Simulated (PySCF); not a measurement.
## Two-dimensional NMR puzzle

Compound of formula C5H4F6O2. Correlations simulated from computed shifts and couplings:

HSQC (one-bond C–H):
| δH | δC | 1J(C,H) (Hz) |
| --- | --- | --- |
| 3.77 | 55.6 | 154 |
| 3.62 | 61.9 | 141 |

HMBC (two and three bonds, |J| ≥ 2.5 Hz):
| δH | δC [abs. J in Hz] |
| --- | --- |
| 3.77 | 173.6 [4.6] |
| 3.62 | 173.6 [7.7], 133.0 [7.9] |

Carbons without hydrogens: δ 173.6, 133.0.

[PySCF: PBE0-D3(BJ)/def2-SVP geometry; shieldings: GIAO CAM-B3LYP/pcSseg-2; B3LYP/pcJ-1 coupling constants (spin–dipole term only in couplings to heteroatoms); rapidly exchanging positions averaged; one computed conformer; gas phase; non-relativistic]

References, each an isolated molecule treated in the same way: TMS for 1H (σ = 31.34 ppm) and 13C (σ = 182.55 ppm).

Exchangeable hydrogens are left out of these lists, and C,H couplings along chains are those of one rotamer, so weak HMBC peaks may be missing or extra.

**Question.** Which molecule is this?

**Answer.** MeOCOCH(CF3)2 (SMILES FC(C(C(OC)=O)C(F)(F)F)(F)F).

Atom-mapped SMILES (the numbers label the heavy atoms): `[CH3:1][O:2][C:3](=[O:4])[CH:5]([C:6]([F:7])([F:8])[F:9])[C:10]([F:11])([F:12])[F:13]` (H(Xn): hydrogen on atom n).

1. δC 173.6 is C3, an ester carbonyl carbon.
2. δC 133.0 is C6/C10, a CF3 carbon.
3. δC 61.9 is C5, an sp3 CH α to a carbonyl (δH 3.62).
4. δC 55.6 is C1, a methyl carbon bonded to O (δH 3.77).
5. HMBC from δH 3.77 reaches the proton-free carbon C3.
6. HMBC from δH 3.62 reaches the proton-free carbons C3, C6/C10.

The data come from this structure; uniqueness wasn't tested.

Common functionals overestimate the size of one-bond C–F couplings by tens of Hz; these are unscaled. Shifts are as computed, not scaled to solution data. Of 1313 compounds with measured shifts, 239 miss one by over three times the rms of a fit or turn the order of signals round; such compounds aren't used in these exercises.
